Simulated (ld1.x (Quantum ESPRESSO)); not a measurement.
# Reading a pseudo-wave (Fe (Z = 26))

Columns: radius, all-electron u(r) and pseudo u(r) of the 3d shell (level -7.50 eV) of iron in the configuration [Ne] 3s2 3p6 3d6 4s2 4p0; PBE, scalar-relativistic, TM scheme, ld1.x (Quantum ESPRESSO) 7.5.

```tsv
r (bohr)	all-electron	pseudo
0.098	0.0664	0.0171
0.195	0.2689	0.1203
0.292	0.4991	0.3322
0.390	0.6901	0.5992
0.488	0.8205	0.8254
0.585	0.8933	0.9506
0.682	0.9208	0.9799
0.780	0.9158	0.9511
0.878	0.8893	0.9021
0.975	0.8503	0.8525
1.072	0.8045	0.8046
1.170	0.7552	0.7552
1.268	0.7053	0.7053
1.365	0.6569	0.6569
1.463	0.6100	0.6100
1.560	0.5660	0.5660
1.658	0.5243	0.5243
1.755	0.4858	0.4858
1.852	0.4501	0.4501
1.950	0.4166	0.4166
2.047	0.3859	0.3859
2.145	0.3573	0.3573
2.242	0.3311	0.3311
2.340	0.3067	0.3067
2.438	0.2841	0.2841
2.535	0.2634	0.2634
```

How many radial nodes do the two functions have?

The all-electron 3d function has n − l − 1 = 0; the pseudo-wave has 0.

At about which radius was the pseudo-wave matched?

1.15 bohr, where the columns begin to agree (steps of 0.10 bohr).

Is the pseudo-wave norm-conserving?

Yes: the TM scheme keeps the norm inside the radius equal to the all-electron one, which fixes the energy derivative of the logarithmic derivative at the level.
